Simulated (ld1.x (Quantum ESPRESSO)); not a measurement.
## What one change does to a pseudopotential (oxygen, TM)

O (Z = 8), norm-conserving Troullier–Martins (Kleinman–Bylander form), made with ld1.x (Quantum ESPRESSO) 7.5 (LDA (PZ), scalar-relativistic). Core [He], reference 2s2 2p2 (charge +2). Waves: 2s (bound): rc 0.65 bohr; 3d channel at 0.5 Ry: rc 1.40 bohr; 2p (bound): rc 1.60 bohr. Local part: the p channel. Core correction: none.

Change: wave 2p (bound): rc 1.60 bohr becomes 2p (bound): rc 1.84 bohr.

Cutoffs: the cutoffs (Ry, on a coarse ladder) from which the occupation-weighted sum of valence levels, in a spherical-Bessel basis at the reference potential, stays within 10 and 1 mRy of its value at 400 Ry; they do not see the model core or the augmentation charge, which bear on the density cutoff. Errors are all-electron minus pseudo energies relative to the spin-unpolarised reference configuration.

Question: Predict the effect on cutoff, ghosts and configuration errors.

Answer: The potential gets neither clearly harder nor softer (160 Ry and 300 Ry → 160 Ry and 300 Ry); the s channel sets the loose cutoff, while the largest relative change is in p, which becomes softer; of the 9 tests that both files solve, the error grows in 8 and shrinks in 1 by more than 15 % and 0.3 meV (median size 180.2 → 248.3 meV); neither file shows a bound ghost.

| quantity | base | changed |
| --- | --- | --- |
| cutoff, loose | 160 Ry | 160 Ry |
| cutoff, tight | 300 Ry | 300 Ry |
| loose cutoff by channel (10 mRy a level) | s 80 Ry, p 50 Ry | s 80 Ry, p 40 Ry |
| bound ghosts | none | none |
| error for 2s2 2p4, meV [ΔE -50.29 eV] | +67 | +156 |
| error for 2s2 2p3, meV [ΔE -33.71 eV] | +60 | +118 |
| error for 2s2 2p1, meV [ΔE 53.96 eV] | +227 | +381 |
| error for 2s2 2p3.5, meV [ΔE -43.93 eV] | +78 | +165 |
| error for 2s2 2p0, meV [ΔE 130.92 eV] | +1420 | +2235 |
| error for 2s1 2p5, meV [ΔE -35.71 eV] | +293 | +540 |
| error for 2s1 2p4, meV [ΔE -18.87 eV] | +252 | +428 |
| error for 2s2 2p2 (spin-polarised), meV [ΔE -2.23 eV] | +177 | +96 |
| error for 2s2 2p4 (spin-polarised), meV [ΔE -51.70 eV] | +180 | +248 |
